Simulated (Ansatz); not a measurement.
A nudged elastic band was laid between two geometries of BrH + H4Si (7 atoms, charge 0, multiplicity 1).

Level of theory: RKS B3LYP-D4/def2-SVP in Ansatz.

```
movable images  : 5
climbing image  : yes
spring          : 5.0 eV/Å²
optimiser       : quadratic models (default)
start path      : through a guess of the saddle point
force threshold : 0.05 eV/Å
iteration limit : 60
end points      : relaxed
```

Image 0:

```xyz
7
Properties=species:S:1:pos:R:3
Si 0.382 0.000 -0.176
H 0.420 0.000 1.315
H 1.782 0.000 -0.691
H -0.322 1.220 -0.658
H -0.322 -1.220 -0.658
Br -3.149 0.000 1.445
H -2.204 0.000 2.517
```

Image 6:

```xyz
7
Properties=species:S:1:pos:R:3
Si -0.416 0.000 -0.743
H -0.023 0.000 3.463
H 0.675 0.000 0.266
H -0.340 1.220 -1.589
H -0.340 -1.220 -1.589
Br -2.384 0.000 0.336
H -0.584 0.000 2.950
```

(1) What changes between the two ends?

(2) Give the energies along the band, and the barrier.

(3) What is the geometry of the highest image?

Answers

(1) Bonds broken: Si1–H2, Br6–H7. Bonds formed: Si1–Br6, H2–H7. BrH + H4Si becomes BrH3Si + H2.

(2) It converged. The highest image is number 3 of 0 to 6, 165.0 kJ/mol above the first end and 217.1 kJ/mol above the last; the last end lies 52.1 kJ/mol below the first. Neighbouring images differ by up to 1.3 eV, so the band resolves the path poorly. A vibrational analysis at the climbing image gives 2 clearly imaginary modes (913i, 121i cm⁻¹): a point of higher order, so a lower path passes nearby. The orbitals stay closed-shell, which can raise the energy where a bond breaks towards radicals; this wasn't checked here.

```json
{"image": "0", "path coordinate (Å)": "0.00", "energy (kJ/mol)": "0.0", "Si1–H2 (Å)": "1.49", "Br6–H7 (Å)": "1.43", "Si1–Br6 (Å)": "3.89"}
{"image": "1", "path coordinate (Å)": "0.79", "energy (kJ/mol)": "1.4", "Si1–H2 (Å)": "1.50", "Br6–H7 (Å)": "1.43", "Si1–Br6 (Å)": "3.82"}
{"image": "2", "path coordinate (Å)": "1.59", "energy (kJ/mol)": "38.5", "Si1–H2 (Å)": "1.52", "Br6–H7 (Å)": "1.47", "Si1–Br6 (Å)": "3.19"}
{"image": "3", "path coordinate (Å)": "2.38", "energy (kJ/mol)": "165.0", "Si1–H2 (Å)": "1.76", "Br6–H7 (Å)": "1.93", "Si1–Br6 (Å)": "2.71"}
{"image": "4", "path coordinate (Å)": "3.37", "energy (kJ/mol)": "36.8", "Si1–H2 (Å)": "2.43", "Br6–H7 (Å)": "2.31", "Si1–Br6 (Å)": "2.32"}
{"image": "5", "path coordinate (Å)": "4.37", "energy (kJ/mol)": "-43.8", "Si1–H2 (Å)": "3.24", "Br6–H7 (Å)": "2.75", "Si1–Br6 (Å)": "2.25"}
{"image": "6", "path coordinate (Å)": "5.36", "energy (kJ/mol)": "-52.1", "Si1–H2 (Å)": "4.22", "Br6–H7 (Å)": "3.17", "Si1–Br6 (Å)": "2.24"}
```

(3) 
```xyz
7
Properties=species:S:1:pos:R:3
Si -0.185 0.000 -0.052
H 0.047 0.000 1.690
H 1.315 0.000 0.038
H -0.546 1.293 -0.665
H -0.546 -1.293 -0.665
Br -2.658 0.000 1.055
H -0.840 0.000 1.692
```

Run time: 2.2 min on 1 thread of Arm Neoverse V1, on a shared host, peak memory 0.17 GiB.
